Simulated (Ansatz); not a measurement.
```yaml
crystal:
  periodic: [false, false, false]
  atoms:
    - {symbol: P, position_ang: [1.376099, 2.006142, -0.436912]}
    - {symbol: P, position_ang: [2.297888, 0.148016, 0.418460]}
    - {symbol: P, position_ang: [-0.782936, 1.462254, -0.954904]}
    - {symbol: P, position_ang: [1.088971, 1.457455, 1.760643]}
    - {symbol: As, position_ang: [-1.217586, 0.904655, 1.291365]}
    - {symbol: As, position_ang: [0.887482, -1.687474, -0.304760]}
    - {symbol: As, position_ang: [-2.139417, -2.066803, -0.934417]}
    - {symbol: As, position_ang: [-0.478208, -0.637512, -2.053210]}
    - {symbol: As, position_ang: [-1.032313, -1.586744, 1.213735]}
basis:
  gaussian: {orbitals: def2-TZVPD}
total_charge: -1
magnetization: {spin_polarized: true, initial_magnetization: 2}
hamiltonian: {xc: pbe0, dispersion: d4}
scf: {omitted_lower_state_checks: [starts]}
output: {orbitals: {seedname: orbitals}}
```

```sh
$ ansatz run in.yaml --threads 4 --pin off --events-out ev --progress --plain --max-ram 6963MiB
```

(1) Does this run fit into the memory that it is given?

Answers

(1) No. It has 442 basis functions, and Ansatz plans for 9 GiB where 7 GiB are given.
